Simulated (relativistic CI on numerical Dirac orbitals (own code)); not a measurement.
# Electric-dipole transitions in Nb12+

Computed by Dirac-Coulomb-Breit CI, orbitals from a KLI potential per configuration, model QED (radiative potential, 1s self-energy scaled to tabulated hydrogen-like ionisation energies), unscaled Slater integrals (own radial code, finite nucleus).

Configurations in the expansion (outside the closed core [Ar]): 3d¹⁰4s, 3d¹⁰4p, 3d¹⁰4d, 3d¹⁰4f, 3d¹⁰5s, 3d¹⁰5p, 3d¹⁰5d, 3d¹⁰5f, 3d¹⁰6s, 3d⁹4s², 3d⁹4p², 3d¹⁰5g, 3d¹⁰6p, 3d⁸4s4p², 3d¹⁰6d, 3d¹⁰6f. Levels of other configurations are missing.

```
λ vac (nm)               Lower               Upper   A (s⁻¹)        gf  Branching (%)
    5.8097   3d¹⁰4p ²P°3/2 [3]   3d⁹4p² ²D5/2 [47]  2.79e+11  8.48e-01            n/a
    5.8146   3d¹⁰4p ²P°3/2 [3]   3d⁹4p² ²P3/2 [46]  1.80e+11  3.65e-01            n/a
    5.8188   3d¹⁰4p ²P°1/2 [2]   3d⁹4p² ⁴F3/2 [37]  8.29e+10  1.68e-01            n/a
    5.8469   3d¹⁰4p ²P°1/2 [2]   3d⁹4p² ²D3/2 [35]  1.61e+11  3.30e-01            n/a
    9.8456    3d¹⁰4d ²D5/2 [5]  3d¹⁰6f ²F°7/2 [25]  2.26e+10  2.62e-01           76.1
    12.852    3d¹⁰4d ²D5/2 [5]  3d¹⁰5f ²F°7/2 [14]  1.42e+10  2.82e-01           51.7
    13.327   3d¹⁰4p ²P°1/2 [2]    3d¹⁰5s ²S1/2 [8]  4.04e+10  2.15e-01           32.2
    13.812   3d¹⁰4p ²P°3/2 [3]    3d¹⁰5s ²S1/2 [8]  8.52e+10  4.88e-01           67.8
    21.245    3d¹⁰4d ²D5/2 [5]  3d¹⁰5p ²P°3/2 [10]  3.54e+10  9.59e-01           57.8
    21.551    3d¹⁰4d ²D3/2 [4]   3d¹⁰5p ²P°1/2 [9]  4.08e+10  5.68e-01           59.5
    21.675   3d¹⁰4f ²F°7/2 [6]   3d¹⁰5g ²G9/2 [17]  1.34e+11  9.42e+00           99.9
    21.677   3d¹⁰4f ²F°7/2 [6]   3d¹⁰5g ²G7/2 [16]  4.78e+09  2.69e-01            3.6
    21.678   3d¹⁰4f ²F°5/2 [7]   3d¹⁰5g ²G7/2 [16]  1.29e+11  7.27e+00           96.4
    26.262   3d¹⁰4p ²P°1/2 [2]    3d¹⁰4d ²D3/2 [4]  4.40e+10  1.82e+00           85.8
    27.878   3d¹⁰4p ²P°3/2 [3]    3d¹⁰4d ²D5/2 [5]  4.52e+10  3.16e+00          100.0
    28.213   3d¹⁰4p ²P°3/2 [3]    3d¹⁰4d ²D3/2 [4]  7.26e+09  3.46e-01           14.2
    28.570    3d¹⁰4d ²D3/2 [4]   3d¹⁰4f ²F°5/2 [7]  4.79e+10  3.52e+00           93.5
    28.922    3d¹⁰4d ²D5/2 [5]   3d¹⁰4f ²F°5/2 [7]  3.31e+09  2.49e-01            6.5
    28.923    3d¹⁰4d ²D5/2 [5]   3d¹⁰4f ²F°7/2 [6]  4.97e+10  4.98e+00          100.0
    29.588   3d¹⁰5p ²P°1/2 [9]   3d¹⁰6s ²S1/2 [15]  1.35e+10  3.54e-01           12.9
    30.579  3d¹⁰5p ²P°3/2 [10]   3d¹⁰6s ²S1/2 [15]  2.82e+10  7.91e-01           27.0
    35.595   3d¹⁰4f ²F°7/2 [6]   3d¹⁰5d ²D5/2 [12]  8.59e+09  9.79e-01           29.1
    35.838   3d¹⁰4f ²F°5/2 [7]   3d¹⁰5d ²D3/2 [11]  9.04e+09  6.96e-01           31.0
    40.539    3d¹⁰4s ²S1/2 [1]   3d¹⁰4p ²P°3/2 [3]  1.09e+10  1.07e+00          100.0
    44.292   3d¹⁰5d ²D5/2 [12]  3d¹⁰6p ²P°3/2 [20]  1.48e+10  1.75e+00           26.4
    45.046   3d¹⁰5d ²D3/2 [11]  3d¹⁰6p ²P°1/2 [19]  1.68e+10  1.02e+00           27.1
    45.384    3d¹⁰4s ²S1/2 [1]   3d¹⁰4p ²P°1/2 [2]  7.66e+09  4.73e-01          100.0
    60.589   3d¹⁰5p ²P°1/2 [9]   3d¹⁰5d ²D3/2 [11]  1.12e+10  2.46e+00           38.3
    63.822  3d¹⁰5f ²F°7/2 [14]   3d¹⁰6d ²D5/2 [23]  5.81e+09  2.13e+00           20.7
    64.104  3d¹⁰5p ²P°3/2 [10]   3d¹⁰5d ²D5/2 [12]  1.16e+10  4.28e+00           39.3
    64.237  3d¹⁰5f ²F°5/2 [13]   3d¹⁰6d ²D3/2 [22]  6.10e+09  1.51e+00           22.6
    64.891  3d¹⁰5p ²P°3/2 [10]   3d¹⁰5d ²D3/2 [11]  1.86e+09  4.71e-01            6.4
    65.243   3d¹⁰5d ²D3/2 [11]  3d¹⁰5f ²F°5/2 [13]  1.28e+10  4.90e+00           47.0
    66.052   3d¹⁰5d ²D5/2 [12]  3d¹⁰5f ²F°7/2 [14]  1.33e+10  6.94e+00           48.3
    94.898    3d¹⁰5s ²S1/2 [8]  3d¹⁰5p ²P°3/2 [10]  2.69e+09  1.45e+00            4.4
    105.89    3d¹⁰5s ²S1/2 [8]   3d¹⁰5p ²P°1/2 [9]  1.93e+09  6.50e-01            2.8
    115.01  3d¹⁰6p ²P°1/2 [19]   3d¹⁰6d ²D3/2 [22]  3.87e+09  3.07e+00           14.4
    121.50  3d¹⁰6p ²P°3/2 [20]   3d¹⁰6d ²D5/2 [23]  4.04e+09  5.37e+00           14.4
    122.08   3d¹⁰6d ²D3/2 [22]  3d¹⁰6f ²F°5/2 [24]  4.61e+09  6.17e+00           15.7
    123.03  3d¹⁰6p ²P°3/2 [20]   3d¹⁰6d ²D3/2 [22]  6.50e+08  5.90e-01            2.4
    123.59   3d¹⁰6d ²D5/2 [23]  3d¹⁰6f ²F°7/2 [25]  4.79e+09  8.77e+00           16.2
    182.67   3d¹⁰6s ²S1/2 [15]  3d¹⁰6p ²P°3/2 [20]  9.19e+08  1.84e+00            1.6
    203.78   3d¹⁰6s ²S1/2 [15]  3d¹⁰6p ²P°1/2 [19]  6.64e+08  8.27e-01            1.1
    344.44  3d¹⁰5f ²F°7/2 [14]   3d¹⁰5g ²G9/2 [17]  6.93e+07  1.23e+00            0.1
    344.92  3d¹⁰5f ²F°5/2 [13]   3d¹⁰5g ²G7/2 [16]  6.65e+07  9.49e-01            0.0
```

Terms are leading LS components. Brackets give the number of a level in order of energy, since labels repeat. The list gives strong lines, with weight on those to low levels, without lines whose two gauges differ by over a factor of 2.5, among the lowest 53 of 264 levels, so that lines to higher ones, which can be the strongest, are missing. Levels whose partners in the same complex of configurations lie outside the list can be far off, and so can their lines. Rates are taken at the computed energies, electric ones in the length gauge.

At this charge energies of transitions that change n are usually good to better than 1 %, and those within a shell (Δn = 0) to a few per cent.

Q: From the table, what is the radiative lifetime of 3d¹⁰5g ²G7/2?

A: The listed rates from this level add up to about 1.34e+11 s⁻¹, 100 % of its decay; with all channels τ = 7.47e-12 s.

LS names give the leading component of a level, which can be under half, so a name can repeat, a term be missing and a line seem to break the LS rules.
